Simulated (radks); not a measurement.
Values are calculated unless marked as measured or tabulated.
Spin polarisation of the 4d4 shell in the technetium ion Tc3+. Start: [Kr] 4d(up 2, down 2); electrons of 4d are moved from spin down to spin up, other shells keep equal spins. Level of theory: non-relativistic Kohn-Sham, PBEsol, spin-polarised, spherical densities, point nucleus (a radial shooting solver on a logarithmic mesh with Libxc functionals).

moment (Bohr magnetons)	E - E(0) (eV)	e(4d up) (eV)	e(4d down) (eV)	4p down minus up (eV)	4s down minus up (eV)	3d down minus up (eV)
0	0.000	-35.567	-35.567	0.000	0.000	0.000
1	-0.201	-35.948	-35.142	0.779	0.743	0.144
2	-0.808	-36.288	-34.667	1.564	1.491	0.289
3	-1.825	-36.591	-34.139	2.363	2.249	0.433
4	-3.264	-36.856	-33.542	3.179	3.024	0.577

At moment 4 the spin-polarisation energy is -3.264 eV and the 4d exchange splitting 3.314 eV, that is 0.828 eV per Bohr magneton; E = -I m^2/4 would give I = 0.816 eV.
